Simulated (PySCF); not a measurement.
## A survey of ¹⁹F NMR shifts

PySCF 2.14 calculation with NMR shieldings at PBE0/pcSseg-1/GIAO and coordinates at the GFN2-xTB level; in vacuum, rapidly exchanging positions averaged, non-relativistic Hamiltonian, one computed conformer.

Shieldings were converted by a linear fit to measured shifts: ¹⁹F (scatter 6.0 ppm rms, 7.0 ppm with the 5 outliers that the fit left out vs CFCl3, solution or neat liquid, with a term for F on sp3 carbon). A few per cent of atoms miss by over 2 rms, more outside the fitted compound classes.

Q: Give the ¹⁹F shifts of `FC(F)(F)CCP1CC=CC1`, `C=[P@@](C)(C(F)=C(F)F)C1CC1`, `FC1=CCC(C(F)=C(F)F)=CO1`, `C[SiH2][SiH2]/C([SiH3])=C\F`, `C#CC(=C)O/C=C(/F)C(F)(F)F`.

A: 
| compound | environment | δ (ppm) |
| --- | --- | --- |
| FC(F)(F)CCP1CC=CC1 | fluorine of a CF3 group (×3) | -71.8 |
| [CH2:1]=[P@@:2]([CH3:3])([C:4]([F:5])=[C:6]([F:7])[F:8])[CH:9]1[CH2:10][CH2:11]1 | F7: vinylic fluorine | -87.1 |
| [CH2:1]=[P@@:2]([CH3:3])([C:4]([F:5])=[C:6]([F:7])[F:8])[CH:9]1[CH2:10][CH2:11]1 | F8: vinylic fluorine | -112.9 |
| [CH2:1]=[P@@:2]([CH3:3])([C:4]([F:5])=[C:6]([F:7])[F:8])[CH:9]1[CH2:10][CH2:11]1 | F5: vinylic fluorine | -191.1 |
| [F:1][C:2]1=[CH:3][CH2:4][C:5]([C:6]([F:7])=[C:8]([F:9])[F:10])=[CH:11][O:12]1 | F1: vinylic fluorine | -96.7 |
| [F:1][C:2]1=[CH:3][CH2:4][C:5]([C:6]([F:7])=[C:8]([F:9])[F:10])=[CH:11][O:12]1 | F9: vinylic fluorine | -97.3 |
| [F:1][C:2]1=[CH:3][CH2:4][C:5]([C:6]([F:7])=[C:8]([F:9])[F:10])=[CH:11][O:12]1 | F10: vinylic fluorine | -118.0 |
| [F:1][C:2]1=[CH:3][CH2:4][C:5]([C:6]([F:7])=[C:8]([F:9])[F:10])=[CH:11][O:12]1 | F7: vinylic fluorine | -191.1 |
| C[SiH2][SiH2]/C([SiH3])=C\F | vinylic fluorine | -49.0 |
| [CH:1]#[C:2][C:3](=[CH2:4])[O:5]/[CH:6]=[C:7](/[F:8])[C:9]([F:10])([F:11])[F:12] | F10/11/12: fluorine of a CF3 group (×3) | -66.0 |
| [CH:1]#[C:2][C:3](=[CH2:4])[O:5]/[CH:6]=[C:7](/[F:8])[C:9]([F:10])([F:11])[F:12] | F8: vinylic fluorine | -180.1 |

Q: Order these by ¹⁹F shift, lowest first.
A. COC[C@@]1(C#N)C[C@H](F)O1
B. F[C@H]1[SiH2]CC[SiH2][SiH2]1
C. C=C/C(C)=P/CCC(F)(F)F
D. CC(C)/C=P\C(F)(F)F

A: B (-256.7 ppm, fluorine on an sp3 carbon), A (-101.4 ppm, fluorine on an sp3 carbon), C (-71.7 ppm, fluorine of a CF3 group), D (-51.3 ppm, fluorine of a CF3 group).
